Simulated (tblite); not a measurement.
Compound: C₇H₉FO₂SSi.
Bonds: F1–C2, C2–C3, C3–C4 (aromatic), C4–C5 (aromatic), C5–S6 (aromatic), S6–C7 (aromatic), C7–Si8, Si8–O9, O9–C10, C10–C11, C11–O12, C3–C7 (aromatic), Si8–O12. Hydrogens: H13, H14 on C2; H15 on C4; H16 on C5; H17 on Si8; H18, H19 on C10; H20, H21 on C11.

Computed with GFN2-xTB (tblite), gas phase: L-BFGS steps from a force-field or distance-geometry start until the largest atomic force falls under 0.01 eV/Å.

Step 0: E = -1020.2885 eV
```
atom  x, y, z in Å  |  force x, y, z in eV/Å
F1     -1.8338   -2.4654    0.8859   -0.129   0.126  -0.206
C2     -2.1726   -1.6996   -0.2309    0.234  -0.094   0.625
C3     -1.9804   -0.2517    0.0634   -0.614   0.323  -0.143
C4     -3.0638    0.6728    0.1729    0.168  -0.465   0.071
C5     -2.6415    1.9273    0.4522   -0.118   0.261  -0.015
S6     -0.9372    2.0214    0.5597    0.173   0.132   0.066
C7     -0.7620    0.3357    0.2367    0.234  -0.073   0.065
Si8     0.8996   -0.5260    0.2693   -0.278  -0.129  -0.032
O9      1.9524    0.3948    1.1102   -0.130   0.083   0.193
C10     3.1575    0.5090    0.4365    0.317   0.067  -0.160
C11     2.9018    0.2180   -1.0630    0.029   0.121   0.103
O12     1.6927   -0.4808   -1.1661    0.134   0.052  -0.061
H13    -1.5100   -2.0371   -1.0153    0.231  -0.097  -0.347
H14    -3.2051   -1.9403   -0.4627   -0.237  -0.013  -0.022
H15    -4.1004    0.3966    0.0804    0.058  -0.020  -0.037
H16    -3.2342    2.8135    0.5959    0.065  -0.104  -0.031
H17     0.8636   -1.9012    0.7454   -0.004   0.021   0.002
H18     3.8651   -0.2243    0.8447   -0.031   0.066  -0.032
H19     3.5562    1.5192    0.5921   -0.036  -0.141  -0.031
H20     3.7095   -0.3883   -1.4827   -0.075   0.028  -0.032
H21     2.8159    1.1573   -1.6260    0.008  -0.143   0.025
```

Problem. Estimate the geometry and energy of step 1. (The exact step hangs on the optimiser's Hessian estimate; all steps are aligned on step 0, rigid shifts and turns removed.)

Solution. E = -1020.3040 eV, largest force 0.207 eV/Å
```
atom  x, y, z in Å  |  force x, y, z in eV/Å
F1     -1.8357   -2.4636    0.8830   -0.049   0.021   0.006
C2     -2.1692   -1.7009   -0.2220    0.042  -0.066   0.082
C3     -1.9891   -0.2471    0.0613    0.091   0.054  -0.063
C4     -3.0614    0.6661    0.1739   -0.072   0.140   0.135
C5     -2.6432    1.9310    0.4519    0.071  -0.172  -0.080
S6     -0.9348    2.0232    0.5606    0.036   0.028   0.033
C7     -0.7587    0.3347    0.2376   -0.198   0.002   0.032
Si8     0.8957   -0.5279    0.2689   -0.031  -0.053  -0.041
O9      1.9505    0.3960    1.1130   -0.026   0.028   0.026
C10     3.1620    0.5099    0.4342    0.023  -0.007  -0.035
C11     2.9023    0.2198   -1.0615    0.051   0.034   0.064
O12     1.6946   -0.4800   -1.1670    0.059   0.032   0.019
H13    -1.5067   -2.0385   -1.0202    0.064   0.005  -0.114
H14    -3.2085   -1.9405   -0.4630   -0.028   0.014   0.030
H15    -4.0996    0.3963    0.0799    0.052  -0.035  -0.034
H16    -3.2333    2.8120    0.5955   -0.040   0.034  -0.009
H17     0.8635   -1.9009    0.7454   -0.008  -0.015   0.010
H18     3.8647   -0.2234    0.8442    0.010   0.027  -0.014
H19     3.5557    1.5172    0.5917    0.013  -0.037  -0.017
H20     3.7084   -0.3879   -1.4831   -0.064   0.033  -0.027
H21     2.8160    1.1553   -1.6256    0.004  -0.065  -0.005
```

The energy changes by -0.0155 eV. The first-order estimate −F·Δx gives -0.0304 eV and the mean of the old and new forces, exact on a quadratic surface, -0.0155 eV. The step makes an angle of 1° with the force vector and moves no atom by more than 0.010 Å.

The cost below is that of the whole relaxation. The run took 17 s wall, 17 s CPU on 2 threads, Intel Xeon at 2.50 GHz (x86_64), no GPU, on a shared host.
